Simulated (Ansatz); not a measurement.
`ClBC[O][GeH3]` + `O[SiH](F)F` → `F[SiH](F)[O][GeH3]` + `OCBCl`  (ligand exchange at a Ge–O bond)

Isolated molecules relaxed with PBE0-D4/def2-TZVP in Ansatz; ΔE leaves out vibrations. CBS: MP2 limit from def2 TZ/QZ plus the TZ coupled-cluster correction, frozen cores. Functionals use def2-TZVPP. B3LYP here is the variant with VWN-RPA as its local correlation; programs differ in this. For Ge outer-core shells are correlated without core-valence functions, which leaves a few kJ/mol of doubt a bond. Scalar relativity is left out up to krypton. Each species was taken in one conformer, which may not be the lowest.

(1) Is it downhill or uphill in electronic energy at CCSD(T)/CBS, and by how much? (Estimate.)

(2) What do these levels give: PBE-D4, PBE0-D4, B3LYP-D4, ωB97X-V, B2PLYP, r2SCAN, B3LYP, SCS-MP2/def2-TZVPP, CCSD(T)/def2-TZVPP, HF/def2-QZVPP, MP2/def2-QZVPP, MP2/CBS(def2)? (Estimate.)

Largest T1 diagnostic among the species: 0.012.

## Answers

(1) The calculation gave: Downhill: ΔE = -26.6 kJ/mol.

(2) Computed: PBE-D4 -26.5, PBE0-D4 -28.6, B3LYP-D4 -28.3, ωB97X-V -27.3, B2PLYP -27.0, r2SCAN -27.6, B3LYP -28.5, SCS-MP2/def2-TZVPP -25.3, CCSD(T)/def2-TZVPP -25.5, HF/def2-QZVPP -33.7, MP2/def2-QZVPP -25.4, MP2/CBS(def2) -25.3 kJ/mol.

In def2-TZVPP, CCSD(T) changes the Hartree–Fock value by +6.7 kJ/mol (the triples alone add +1.2 kJ/mol) and MP2 by +7.9 kJ/mol.
